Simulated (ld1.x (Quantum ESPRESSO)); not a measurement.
u(r) = r·R(r): atom against pseudo-atom (Ni)

Columns: radius, all-electron u(r) and pseudo u(r) of the 3s shell (level -110.78 eV) of nickel in the configuration [Ne] 3s2 3p6 3d8 4s2 4p0; PBEsol, scalar-relativistic, TM scheme, ld1.x (Quantum ESPRESSO) 7.5.

| r (bohr) | all-electron | pseudo |
| --- | --- | --- |
| 0.055 | 0.1903 | 0.0910 |
| 0.110 | -0.4468 | 0.1852 |
| 0.165 | -0.6931 | 0.2862 |
| 0.220 | -0.5443 | 0.3970 |
| 0.275 | -0.1880 | 0.5201 |
| 0.330 | 0.2219 | 0.6561 |
| 0.385 | 0.5954 | 0.8020 |
| 0.440 | 0.8921 | 0.9498 |
| 0.495 | 1.1014 | 1.0862 |
| 0.550 | 1.2293 | 1.1952 |
| 0.605 | 1.2888 | 1.2629 |
| 0.660 | 1.2952 | 1.2830 |
| 0.715 | 1.2627 | 1.2594 |
| 0.770 | 1.2035 | 1.2031 |
| 0.825 | 1.1274 | 1.1274 |
| 0.880 | 1.0418 | 1.0418 |
| 0.935 | 0.9524 | 0.9524 |
| 0.990 | 0.8630 | 0.8630 |
| 1.045 | 0.7764 | 0.7764 |
| 1.100 | 0.6944 | 0.6944 |
| 1.155 | 0.6179 | 0.6179 |
| 1.210 | 0.5475 | 0.5475 |
| 1.265 | 0.4834 | 0.4834 |
| 1.320 | 0.4255 | 0.4255 |
| 1.375 | 0.3734 | 0.3734 |
| 1.430 | 0.3271 | 0.3271 |

**Question.** How many radial nodes do the two functions have?

**Answer.** The all-electron 3s function has n − l − 1 = 2; the pseudo-wave has 0, since the states of the same l below it are removed with the core.

**Question.** At about which radius was the pseudo-wave matched?

**Answer.** 0.85 bohr. The columns agree to 0.0005 from 0.77 bohr on; several derivatives are matched, so the curves merge somewhat inside the radius.

**Question.** Is the pseudo-wave norm-conserving?

**Answer.** Yes: the TM scheme keeps the norm inside the radius equal to the all-electron one, which fixes the energy derivative of the logarithmic derivative at the level.
